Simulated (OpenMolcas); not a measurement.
# C²⁺: CASPT2 settings compared

```json
{
 "Program": "OpenMolcas 26.06",
 "Basis": "ANO-R2 [4s4p2d1f]",
 "Scalar Hamiltonian": "X2C, finite nucleus",
 "Active space": "2 electrons in 8 orbitals (2s 2p 3s 3p)",
 "State averaging": "2S+1 = 3 even, 3 roots; 2S+1 = 1 even, 7 roots; 2S+1 = 3 odd, 3 roots; 2S+1 = 1 odd, 3 roots",
 "Spin-orbit coupling": "state interaction with AMFI integrals over the reference wave functions, term energies averaged over their components"
}
```

Methods on the same reference wave functions:
A. CASSCF
B. SS-CASPT2, IPEA 0.4 Eh, sigma2 regulariser 0.25 Eh (closed shells correlated: 1s)
C. SS-CASPT2, IPEA 0.5 Eh, real shift 0.3 Eh (closed shells correlated: none)
D. MS-CASPT2, IPEA 0.4 Eh, sigma2 regulariser 0.25 Eh (closed shells correlated: 1s)
E. MS-CASPT2, IPEA 0.5 Eh, real shift 0.3 Eh (closed shells correlated: none)
F. XMS-CASPT2, IPEA 0.35 Eh, real shift 0.3 Eh (closed shells correlated: none)

Energies in cm-1 above 2s2 1S0, the measured ground level; measured values from Moore, Selected Tables of Atomic Spectra, NSRDS-NBS 3, section 3.

```json
{"Level": "2s2 1S0", "A": "0.0", "B": "0.0", "C": "0.0", "D": "0.0", "E": "0.0", "F": "0.0", "Measured": "0.0"}
{"Level": "2s 2p 3P* 0", "A": "52914", "B": "52577", "C": "52734", "D": "52599", "E": "52749", "F": "52853", "Measured": "52367"}
{"Level": "2s 2p 3P* 1", "A": "52940", "B": "52603", "C": "52760", "D": "52625", "E": "52775", "F": "52879", "Measured": "52391"}
{"Level": "2s 2p 3P* 2", "A": "52992", "B": "52655", "C": "52813", "D": "52678", "E": "52827", "F": "52932", "Measured": "52447"}
{"Level": "2s 2p 1P* 1", "A": "112125", "B": "104436", "C": "105230", "D": "104458", "E": "105244", "F": "104699", "Measured": "102352"}
{"Level": "2p2 3P0", "A": "138989", "B": "138001", "C": "138754", "D": "138023", "E": "138768", "F": "138887", "Measured": "137426"}
{"Level": "2p2 3P1", "A": "139015", "B": "138027", "C": "138780", "D": "138049", "E": "138794", "F": "138913", "Measured": "137454"}
{"Level": "2p2 3P2", "A": "139067", "B": "138078", "C": "138832", "D": "138101", "E": "138846", "F": "138964", "Measured": "137502"}
{"Level": "2p2 1D2", "A": "155403", "B": "147960", "C": "148820", "D": "147982", "E": "148834", "F": "147260", "Measured": "145876"}
{"Level": "2p2 1S0", "A": "191007", "B": "184047", "C": "184712", "D": "184092", "E": "184740", "F": "185084", "Measured": "182520"}
```

Deviations, from unrounded energies. A percentage is the sum of absolute deviations over the sum of measured energies, with the sign that they share, or ± where signs differ.

| Against measurement | Levels | A | B | C | D | E | F |
| --- | --- | --- | --- | --- | --- | --- | --- |
| mean absolute deviation (cm-1) | 9 | 3800 | 890 | 1500 | 920 | 1500 | 1300 |
| other configurations (%) | 9 | +3.4 | +0.8 | +1.3 | +0.8 | +1.3 | +1.2 |

B, D lie about equally close to measurement and A furthest from it. The largest miss of B in the table is 2s 2p 1P* 1, by +2100 cm-1. The ranking rests on the paired levels alone, and a cruder setting can come out closer through cancelling errors.

Among B to F the level of the table that moves most is 2p2 1D2, by 1600 cm-1 (lowest in F, highest in E).

The lowest spin-free term lies below A's lowest term by 0.012 hartree in B, 0.004 hartree in C, 0.013 hartree in D, 0.004 hartree in E, 0.005 hartree in F.

Active for correlation alone: 3p 3s; no level in the range computed is led by a configuration that fills them, so any true level of that kind is missing. Computed and measured levels are paired by configuration, term and J; levels that our copy of the source lacks, or whose pairing is in doubt (as where it misses far off the trend of its configuration), stay unpaired and out of the deviations. Only configurations of the active space appear.

* marks odd parity.
